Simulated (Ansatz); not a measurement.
Ansatz (a program for electronic structure) input (HSE06/def2-TZVPD):

Ansatz 0.2 input:
```yaml
crystal:
  periodic: [false, false, false]
  atoms:
    - {symbol: O, position_ang: [0.85192721, -1.53428983, -0.23709556]}
    - {symbol: Si, position_ang: [-0.22738337, -0.42930143, 0.33799176]}
    - {symbol: O, position_ang: [-1.55876566, -0.55738069, -0.60661302]}
    - {symbol: Cl, position_ang: [0.51468203, 1.50922027, 0.17694634]}
    - {symbol: H, position_ang: [1.73472816, -1.55469293, 0.14430037]}
    - {symbol: H, position_ang: [-1.64624784, -1.35846749, -1.13460434]}
basis:
  gaussian:
    orbitals: def2-TZVPD
hamiltonian:
  xc: {name: HSE06}
magnetization: {spin_polarized: true, initial_magnetization: 1}
output: {forces: true}
```

Output:

```
Functional definition: HSE06
integrals: 0.14 GiB planned
1074 factors; their error is unknown
integrals: 0.18 GiB planned
109 factors; integrals over basis functions are off by at most 9.2e-6 eV
0.30 GiB of the device are held for the grids
1.41 GiB of device memory are held for the factors and their scratch space
mean field: 0.94 GiB planned
mean field evaluation 1: about -24511.1966 eV, gradient 5.2e1 eV
mean field evaluation 2: about -24486.5191 eV, gradient 9.5e1 eV
mean field evaluation 4: about -24519.8760 eV, gradient 3.5e0 eV
mean field evaluation 8: about -24519.9694 eV, gradient 2.0e-1 eV
mean field evaluation 16: about -24519.9695 eV, gradient 4.1e-5 eV
mean field -24519.96946944 eV, -901.0922577696 hartree, gradient 4.1e-5 eV, S^2 0.752109; 0 other end points of the search recorded, 0 dependent functions left out
the calculation of the forces begins
reference -24519.96953183 eV, -901.0922600625 hartree; 25, 24 occupied and 162, 163 virtual orbitals, 1074 factors
Total energy: -24519.96953183 eV, -901.0922600625 hartree
Atom 0 at     0.851927    -1.534290    -0.237096 Å, force    -0.046997     0.116409     0.093897 eV/Å
Atom 1 at    -0.227383    -0.429301     0.337992 Å, force     0.097013     0.077010    -0.227904 eV/Å
Atom 2 at    -1.558766    -0.557381    -0.606613 Å, force     0.125731    -0.051207     0.054612 eV/Å
Atom 3 at     0.514682     1.509220     0.176946 Å, force    -0.102846    -0.249818     0.024317 eV/Å
Atom 4 at     1.734728    -1.554693     0.144300 Å, force    -0.106856     0.020529    -0.021595 eV/Å
Atom 5 at    -1.646248    -1.358467    -1.134604 Å, force     0.033954     0.087077     0.076673 eV/Å
Dipole moment:     0.180637    -0.428576     0.030653 e Å
```

It need not be the lowest isomer of its formula.
